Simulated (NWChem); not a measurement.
Program: NWChem. System: AsF$_{2}$, charge 1, spin multiplicity 1, at the geometry of a parent with another charge or spin, in a state set for the comparison that need not be this species' ground state. Level: RHF/def2-TZVPD.

NWChem printed:

```
             Northwest Computational Chemistry Package (NWChem) 7.3.0
             --------------------------------------------------------

                                NWChem Input Module
                                -------------------

 Scaling coordinates for geometry "geometry" by  1.889725989
 (inverse scale =  0.529177249)

 Turning off AUTOSYM since
 SYMMETRY directive was detected!

                             Geometry "geometry" -> ""
                             -------------------------

 Output coordinates in angstroms (scale by  1.889725989 to convert to a.u.)

  No.       Tag          Charge          X              Y              Z
 ---- ---------------- ---------- -------------- -------------- --------------
    1 F                    9.0000     1.30313700     0.00000000     0.74531500
    2 As                  33.0000     0.00000000     0.00000000    -0.40653500
    3 F                    9.0000    -1.30313700     0.00000000     0.74531500

 Effective nuclear repulsion energy (a.u.)     197.1762595311

            Nuclear Dipole moment (a.u.)
            ----------------------------
        X                 Y               Z
 ---------------- ---------------- ----------------
     0.0000000000     0.0000000000     0.0000283459

      Symmetry information
      --------------------

 Group name             C2v
 Group number             16
 Group order               4
 No. of unique centers     2

      Symmetry unique atoms

     1    2


 Summary of "ao basis" -> "" (spherical)
 ------------------------------------------------------------------------------
       Tag                 Description            Shells   Functions and Types
 ---------------- ------------------------------  ------  ---------------------
 *                         def2-tzvpd                 on all atoms

 Summary of "ao basis" -> "ao basis" (spherical)
 ------------------------------------------------------------------------------
       Tag                 Description            Shells   Functions and Types
 ---------------- ------------------------------  ------  ---------------------
 F                         def2-tzvpd               14       40   6s4p3d1f
 As                        def2-tzvpd               18       54   7s5p5d1f

                                 NWChem SCF Module
                                 -----------------

  ao basis        = "ao basis"
  functions       =   134
  atoms           =     3
[...]
    14      0.185186  1 F  py               108     -0.185186  3 F  py

 Vector   24  Occ=2.000000D+00  E=-9.035460D-01  Symmetry=b1
              MO Center= -2.6D-14,  1.7D-16,  7.1D-01, r^2= 2.2D+00
   Bfn.  Coefficient  Atom+Function         Bfn.  Coefficient  Atom+Function
  ----- ------------  ---------------      ----- ------------  ---------------
     7      0.319599  1 F  px               101      0.319599  3 F  px
    10      0.279880  1 F  px               104      0.279880  3 F  px
    13      0.159000  1 F  px               107      0.159000  3 F  px
     9     -0.154856  1 F  pz               103      0.154856  3 F  pz

 Vector   25  Occ=2.000000D+00  E=-8.143426D-01  Symmetry=a1
              MO Center=  1.4D-13, -2.8D-16, -2.7D-01, r^2= 2.3D+00
   Bfn.  Coefficient  Atom+Function         Bfn.  Coefficient  Atom+Function
  ----- ------------  ---------------      ----- ------------  ---------------
    45      0.441870  2 As s                 46      0.378703  2 As s
    59     -0.353523  2 As pz                 9      0.220949  1 F  pz
   103      0.220949  3 F  pz                44     -0.217421  2 As s
    12      0.195589  1 F  pz               106      0.195589  3 F  pz
    53      0.187053  2 As pz

 Vector   26  Occ=0.000000D+00  E=-3.155936D-01  Symmetry=b2
              MO Center=  1.9D-16, -2.1D-17, -4.7D-01, r^2= 2.2D+00
   Bfn.  Coefficient  Atom+Function         Bfn.  Coefficient  Atom+Function
  ----- ------------  ---------------      ----- ------------  ---------------
    58      0.562181  2 As py                61      0.553723  2 As py
    52     -0.289840  2 As py

 Vector   27  Occ=0.000000D+00  E=-1.880294D-01  Symmetry=b1
              MO Center=  9.9D-12,  6.4D-15, -7.6D-01, r^2= 3.0D+00
   Bfn.  Coefficient  Atom+Function         Bfn.  Coefficient  Atom+Function
  ----- ------------  ---------------      ----- ------------  ---------------
    60      0.630700  2 As px                57      0.461176  2 As px
    86      0.232868  2 As d  1              51     -0.228185  2 As px
     5     -0.178662  1 F  s                 99      0.178662  3 F  s

 Vector   28  Occ=0.000000D+00  E=-1.486007D-01  Symmetry=a1
              MO Center= -2.1D-12,  3.6D-14, -4.1D-01, r^2= 3.8D+00
   Bfn.  Coefficient  Atom+Function         Bfn.  Coefficient  Atom+Function
  ----- ------------  ---------------      ----- ------------  ---------------
    62      0.628742  2 As pz                46      0.618289  2 As s
    59      0.383483  2 As pz                85     -0.325625  2 As d  0
     5     -0.261194  1 F  s                 99     -0.261194  3 F  s
    45      0.224567  2 As s                 53     -0.183935  2 As pz
    18      0.180746  1 F  pz               112      0.180746  3 F  pz

 center of mass
 --------------
 x =   0.00000000 y =   0.00000000 z =  -0.03579130

 moments of inertia (a.u.)
 ------------------
         119.447998065156           0.000000000000           0.000000000000
           0.000000000000         349.870477900728           0.000000000000
           0.000000000000           0.000000000000         230.422479835572

  Mulliken analysis of the total density
  --------------------------------------

    Atom       Charge   Shell Charges
 -----------   ------   -------------------------------------------------------
    1 F    9     9.32   0.77  1.20  0.61  1.02  0.34 -0.02  2.20  2.25  0.91  0.01  0.00  0.01  0.01  0.00
    2 As  33    31.37   2.00  2.00  1.17  0.77  1.18  0.78 -0.02  5.99  5.75  0.33  0.95  0.17  8.98  1.06  0.10  0.08 -0.01  0.08
    3 F    9     9.32   0.77  1.20  0.61  1.02  0.34 -0.02  2.20  2.25  0.91  0.01  0.00  0.01  0.01  0.00

       Multipole analysis of the density wrt the origin
       ------------------------------------------------

     L   x y z        total         open         nuclear
     -   - - -        -----         ----         -------
     0   0 0 0      1.000000      0.000000     51.000000

     1   1 0 0     -0.000000      0.000000      0.000000
     1   0 1 0     -0.000000      0.000000      0.000000
     1   0 0 1     -1.502807      0.000000      0.000028

     2   2 0 0    -18.831602      0.000000    109.156683
     2   1 1 0     -0.000000      0.000000      0.000000
     2   1 0 1      0.000000      0.000000      0.000000
     2   0 2 0    -15.225816      0.000000      0.000000
     2   0 1 1      0.000000      0.000000      0.000000
     2   0 0 2    -17.041405      0.000000     55.183062

 Task  times  cpu:        3.5s     wall:        3.5s

 Total times  cpu:        3.5s     wall:        3.5s
```

Problem. Write an NWChem input that would produce this output.

Solution. One answer among several that fit: 
```
start mol
memory heap 200 mb stack 900 mb global 1100 mb
charge 1
geometry units angstroms nocenter noautoz
  F      1.303137     0.000000     0.745315
  As     0.000000     0.000000    -0.406535
  F     -1.303137     0.000000     0.745315
  symmetry group C2v
end
basis spherical
  * library def2-tzvpd
end
scf
  rhf
  nopen 0
  maxiter 100
  thresh 1e-7
  semidirect memsize 60000000 filesize 0
end
task scf energy
```
